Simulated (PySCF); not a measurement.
# Where the electron goes

Compound: C₃H₁₃PSi₃.
Structure used (PBE0-D3(BJ)/def2-SVP), in Å, numbered top down from 1:
```
atom  x, y, z in Å
Si1    2.6091    1.0294   -0.0755
C2     2.0934   -0.6063    0.7017
Si3    0.2359   -0.9102    0.7279
C4    -0.4799   -0.9966   -1.0378
C5    -1.8983   -0.4170   -1.1063
Si6   -1.9162    1.2385   -0.1833
P7    -0.8159    0.8367    1.7599
H8     2.3243    1.0190   -1.5445
H9     1.8472    2.1607    0.5371
H10    4.0717    1.2764    0.1135
H11    2.4619   -0.6290    1.7417
H12    2.5905   -1.4334    0.1649
H13   -0.0709   -2.1610    1.4922
H14   -0.4415   -2.0373   -1.4033
H15    0.1958   -0.4172   -1.6917
H16   -2.6187   -1.0838   -0.6004
H17   -2.2504   -0.3048   -2.1460
H18   -1.1321    2.2588   -0.9483
H19   -3.2916    1.7681    0.0665
H20   -1.8725    0.0007    2.2449
```

Theory: TDDFT PBE0/def2-SVPD, vertical, gas phase, core orbitals frozen in the response in PySCF 2.14.0, density-fitted response routines.

Kohn–Sham orbitals with the atoms that hold most of them (Löwdin shares over 4%, at most four atoms; ? is withheld):

| orbital | ε (eV) | atoms |
| --- | --- | --- |
| LUMO+2 | 0.52 | Si6 18%, P7 15%, Si1 14%, Si3 11% |
| LUMO+1 | 0.18 | P7 17%, Si6 15%, Si3 14%, C2 6% |
| LUMO | ? | ? |
| HOMO | -7.19 | ? |
| HOMO-1 | -8.03 | P7 41%, Si6 18%, Si3 15%, C2 5% |
| HOMO-2 | -8.26 | C4 25%, C5 19%, Si3 14%, Si6 11% |
| HOMO-3 | -8.63 | C2 27%, Si3 19%, Si1 13%, H13 12% |

Problem. Give the leading atoms of the HOMO.

Solution. P7 (bonded to 2 Si and H) 62%; Si3 (bonded to 2 C, P and H) 9%; Si6 (bonded to C, P and 2 H) 8%; C5 (bonded to C, Si and 2 H) 6%. By element: phosphorus 62%, silicon 17% or more, carbon 6% or more.

Problem. Which atoms hold the LUMO, and with what shares?

Solution. P7 (bonded to 2 Si and H) 17%; Si3 (bonded to 2 C, P and H) 16%; Si6 (bonded to C, P and 2 H) 13%; H20 (bonded to P) 9%. By element: silicon 29% or more, phosphorus 17%, hydrogen 9% or more.

Problem. What is the LUMO energy, and the HOMO–LUMO gap?

Solution. ε(LUMO) = -0.25 eV; the gap is 6.94 eV (0.2551 hartree).

Problem. How does S1 compare with the orbital gap of 6.94 eV?

Solution. S1 is at 5.65 eV (f = 0.0022), 1.29 eV below the gap, made of HOMO→LUMO (97%). 

Problem. Give energy, strength and leading configuration of S1, S2 and S6, and follow the Löwdin shares of the leading atoms from the occupied to the empty orbital.

Solution. 
- S1 (5.65 eV, f 0.0022), HOMO→LUMO (97%): P7 62% → 17%, Si3 9% → 16%
- S2 (6.29 eV, f 0.011), HOMO→LUMO+1 (79%): P7 62% → 17%, Si3 9% → 14%, Si6 8% → 15%
- S6 (6.86 eV, f 0.012), HOMO-2→LUMO (91%): C4 25% → at most 9%, C5 19% → at most 9%, P7 at most 11% → 17%, Si3 14% → 16%

The run took 56 s on Intel Xeon Platinum 8488C, one thread, on a shared host, and the process peaked at 1.1 GiB of memory.

One conformer stands for the species.
